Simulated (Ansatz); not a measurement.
Gas-phase reaction in SMILES: F[Si](Br)(Br)Br [tribromo(fluoro)silane] + 3 [SiH4] (SiH4) → F[SiH3] + 3 [SiH3]Br
Each molecule is optimised on its own at B3LYP-D3(BJ)/def2-TZVP (Ansatz, an electronic-structure program).

Wanted: bond separation energy (electronic energy difference), in kcal/mol. Correlated levels leave the core frozen unless marked. Spin-orbit coupling is left out. The frozen core is the preceding noble-gas configuration, with the filled d and f shells of earlier blocks. No relativistic terms. Basis-set limits of correlation are two-point, X^-3; Hartree-Fock from the larger set. The bracket is a focal-point correction in the basis named.

RI-MP2/CBS(def2-TZVPPD,def2-QZVPPD)+[CCSD(T)-MP2]/def2-TZVPPD (Ansatz) gives 1.8 kcal/mol.

Another calculation gave 1.9 kcal/mol. Which level was it?
A. PBE-QIDH/def2-TZVPD (Ansatz)
B. SVWN5/def2-TZVPD (Ansatz)
C. BHLYP/def2-TZVPD (Ansatz)

A, PBE-QIDH/def2-TZVPD (Ansatz). The others give 6.9 (SVWN5), -1.4 (BHLYP) kcal/mol.
